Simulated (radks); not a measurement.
Task: Valence configurations of Pt I (all share [Xe]). Calculated with a radial shooting solver on a logarithmic mesh with Libxc functionals: Dirac Kohn-Sham, LDA (Slater exchange, Perdew-Wang correlation), spin-unpolarised, spherical densities, finite nucleus; open shells are shared between the two j in proportion to 2j + 1; Fermi nuclear charge, rms radius 5.427 fm. Order these by energy: 4f13 5d9 6s2; 4f13.5 5d9.5 6s1; 4f14 5d10; 4f13 5d10 6s1; 4f14 5d9 6s1; 4f13 5d8 6s1 6p2; 4f12 5d9 6s1 6p2; 4f14 5d9 6p1; 4f14 5d8 6s2; 4f13 5d9 6s1 6p1.

Result: From the lowest, in eV above it: 4f14 5d9 6s1 0.000; 4f14 5d10 0.018; 4f14 5d8 6s2 0.963; 4f14 5d9 6p1 5.125; 4f13.5 5d9.5 6s1 33.151; 4f13 5d10 6s1 68.789; 4f13 5d9 6s2 70.687; 4f13 5d9 6s1 6p1 76.374; 4f13 5d8 6s1 6p2 86.636; 4f12 5d9 6s1 6p2 167.83. NIST lists [Xe] 4f14 5d9 6s1 as the ground configuration; this level of theory agrees among the configurations tried. The energies are those of spherical spin-averaged densities, not of single terms.
